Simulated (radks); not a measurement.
Results of a calculation; reference values are marked as such.
How relativity changes the ionisation of the argon ion Ar3+ ([Ne] 3s2 3p3) to Ar4+ ([Ne] 3s2 3p2). Spin-unpolarised spherical Kohn-Sham, BLYP, point nucleus unless stated (finite: rms radius 3.4274 fm), a radial shooting solver on a logarithmic mesh with Libxc functionals. A level marked "c x" has the speed of light scaled by that factor and shares open shells by 2j + 1; other Dirac levels either fill j = l - 1/2 first or share by 2j + 1.

| level | E(Ar3+) (hartree) | E(Ar4+) (hartree) | IE (eV) | HOMO | <r> HOMO (bohr) |
|---|---|---|---|---|---|
| non-rel. | -524.35765 | -522.24448 | 57.502 | 3p | 1.399 |
| scalar-rel. | -526.24429 | -524.13080 | 57.511 | 3p | 1.398 |
| scalar-rel., finite nucleus | -526.24360 | -524.13011 | 57.511 | 3p | 1.398 |
| Dirac, 2j+1 shares | -526.24645 | -524.13293 | 57.512 | 3p3/2 | 1.400 |
| Dirac, low j first | -526.25570 | -524.14661 | 57.391 | 3p3/2 | 1.400 |
| Dirac, 2j+1 shares, finite nucleus | -526.24576 | -524.13224 | 57.512 | 3p3/2 | 1.400 |
| Dirac, c x 2 | -524.82686 | -522.71360 | 57.505 | 3p3/2 | 1.399 |
| Dirac, c x 3 | -524.56594 | -522.45274 | 57.503 | 3p3/2 | 1.399 |
| Dirac, c x 5 | -524.43259 | -522.31941 | 57.503 | 3p3/2 | 1.399 |

NIST Atomic Spectra Database: 59.6 eV (semi-empirical). The relativistic part of the total energy of Ar3+ is -1.888 hartree (Dirac, 2j+1 shares, finite nucleus), 0.36 % of the non-relativistic value. Spin polarisation and multiplet splitting of open shells are left out at every level.

Beside tabulated values, note that spin-unpolarised runs miss the spin-polarisation part of the exchange energy of open shells.
